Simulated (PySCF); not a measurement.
Mo(O)(F)4, SMILES [F][Mo]([F])([F])([F])=[O], singlet (CAM-B3LYP/def2-SVP optimised geometry):

```
6

Mo    -0.459    -0.024     0.000
O     -0.578    -0.226    -1.648
F     -0.322     0.215     1.875
F      1.349    -0.024     0.000
F     -1.348     1.549     0.000
F     -1.349    -1.549     0.384
```

Calculation: PySCF with CAM-B3LYP/def2-TZVP, def2 effective core potentials past Kr.

Question: What are the frontier orbital energies and the dipole moment?

Answer: HOMO-2 -13.09 eV, HOMO-1 -13.09 eV, HOMO -12.63 eV, LUMO -3.09 eV, LUMO+1 -3.09 eV; dipole moment 1.18 D.

On the same geometry PBE/def2-TZVP, def2 effective core potentials past Kr (PySCF) gives HOMO-2 -9.68 eV, HOMO-1 -9.68 eV, HOMO -9.10 eV, LUMO -4.70 eV, LUMO+1 -4.70 eV; dipole moment 0.90 D.
